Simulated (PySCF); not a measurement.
BH4NO, SMILES NBO. Coordinates come from a r2SCAN-D4/def2-TZVP optimisation. Other conformers were not sampled.

PySCF with TDA-M06-2X/def2-SVPD puts the lowest singlet excitations at 6.99, 8.04, 8.56, 8.67, 8.98, 9.10 eV.

**Question.** What are the lowest excitation roots from ADC(2)/aug-cc-pVDZ run with PySCF 2.14.0? (The exact figures need the calculation; the answer reports its results.)

**Answer.** 6.34, 7.19, 7.75, 7.97, 8.32, 8.52 eV. S1 differs by -0.65 eV (second minus first; roots are paired by order, and the bases may differ).
